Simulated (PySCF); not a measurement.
Simulation results for C₂H₆OSi

Computed with PySCF 2.14.0. Calculation on a computer-drawn molecule: optimised geometry and harmonic frequencies of an isolated molecule of the commonest isotopes, restricted reference for singlets and unrestricted otherwise, frozen core in MP2.

```json
{"formula": "C2H6OSi", "start_structure": {"atoms_angstrom": [["C", -1.0345, 1.214, 2.0755], ["Si", -0.5742, 1.7379, 0.4257], ["O", 0.8729, 2.0386, -0.1331], ["C", 2.1116, 2.0409, 0.5208], ["H", -2.0638, 1.01, 2.3177], ["H", -0.2931, 1.0868, 2.8006], ["H", -1.2507, 1.9524, -0.8087], ["H", 2.0863, 2.7644, 1.4319], ["H", 2.9321, 2.3684, -0.1374], ["H", 2.3373, 0.9909, 0.9635]]}, "given": {"charge": 0, "multiplicity": 1, "method": "HF", "basis": "cc-pV(D+d)Z", "drawn_bonds_atom": [1, 2, 3, 1, 1, 2, 4, 4, 4], "drawn_bonds_other_atom": [2, 3, 4, 5, 6, 7, 8, 9, 10], "drawn_bonds_order": [2, 1, 1, 1, 1, 1, 1, 1, 1]}, "results": {"rotational_constants [GHz]": null, "total_energy [hartree]": null}}
```

Q: Give the missing rotational constants for C₂H₆OSi.
A: 13.92, 3.979, 3.156 GHz

Q: What total energy does the calculation give for C₂H₆OSi?
A: -443.0031 hartree

Q: Give the table of modes values for C₂H₆OSi.
A: 
Modes:
```tsv
frequency (cm⁻¹)	reduced mass (dalton)
82.83	1.046
152.1	2.594
156.7	2.716
360.4	2.779
455.7	1.568
656.6	1.076
720.1	1.602
784	3.384
792.5	1.149
946.2	1.264
1098	3.677
1229	4.843
1274	1.266
1303	1.503
1488	1.24
1597	1.14
1601	1.047
1603	1.044
2418	1.043
3184	1.032
3259	1.108
3294	1.104
3296	1.058
3387	1.113
```

Further results for C₂H₆OSi:

```
convergence status largest gradient component : 1.132e-05 hartree/bohr
```

Optimised structure:
```xyz
10
C2H6OSi
C     -0.9848     1.2387     1.9737
Si    -0.5609     1.7193     0.4176
O      0.9294     2.0689    -0.1275
C      2.1418     2.0375     0.5884
H     -2.0249     1.0352     2.2050
H     -0.2852     1.1108     2.7910
H     -1.4952     1.8956    -0.6943
H      2.1180     2.7338     1.4289
H      2.9383     2.3305    -0.0923
H      2.3474     1.0340     0.9658
```
